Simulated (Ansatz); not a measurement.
## Four-centre ligand exchange

Start structure (SiNH6ClO, closed shell), relaxed at PBE0-D4/def2-TZVP:

```
atom    x (Å)    y (Å)    z (Å)
 Si1  -0.4128  -0.0071   0.3585
 Cl2  -0.1688   1.5404  -1.0296
  H3  -0.4240  -1.2504  -0.4355
  H4   0.7005   0.1285   1.3136
  N5  -1.8760   0.0817   1.2219
  H6   2.1082   0.3854  -1.3272
  O7   2.4717  -0.4583  -1.0398
  H8  -2.7517  -0.1394   0.7759
  H9  -1.9997   0.7646   1.9520
 H10   2.3527  -1.0456  -1.7897
```

The step: SiNH₄Cl ([NH2][SiH2][Cl]) + H₂O → SiNH₅O ([NH2][SiH2][OH]) + HCl; bonds formed: Si1–O7, Cl2–H6; bonds broken: Si1–Cl2, H6–O7. Computed with Ansatz 0.2.0 (basis: def2-TZVPP and def2-QZVPP); correlated methods freeze the cores. Extrapolation: Hartree–Fock as exp(−7.88 √X), correlation as X^−2.97. Energies below are by CCSD(T) at an estimated basis limit (MP2 extrapolated from triple and quadruple zeta, plus CCSD(T) − MP2 in triple zeta).

Task: What are the electronic barrier and the energy of the step, from the start structure to the end structure? (An estimate is asked for; the value comes from the calculation.)

Result: Computed: Barrier 71.6 kJ/mol; step energy -4.1 kJ/mol (downhill); reverse barrier, their difference, 75.7 kJ/mol. Barrier and step energy count from the start structure, the reverse barrier from the end structure.

The saddle point: One imaginary mode of 95i cm⁻¹.
```tsv
pair	start (Å)	saddle (Å)	end (Å)
Si1–O7	3.24	2.00	1.67
Cl2–H6	2.57	2.23	1.31
Si1–Cl2	2.09	2.26	3.88
H6–O7	0.96	0.97	1.80
```

Zero-point energy (harmonic, PBE0-D4): ZPE is 179.8 kJ/mol at the start and 186.3 kJ/mol at the saddle, so the barrier goes from 71.6 to 78.1 kJ/mol.

T1 diagnostic: at most 0.011.

The step is the kind of ligand exchange by which a precursor binds to a hydroxyl group, or is hydrolysed, in atomic layer deposition of oxides.

Labels in which every atom is bracketed show which atoms are joined, not bond orders.

For scale, one of the runs: CCSD(T)/def2-TZVPP, 230 basis functions, launched by `ansatz run in.yaml --threads 4 --pin off --events-out ev --progress --plain --max-ram 9574MiB`. Hardware: 4 CPU threads of an Intel Xeon, shared host. Wall time 110 s; peak host memory 3.8 GiB.
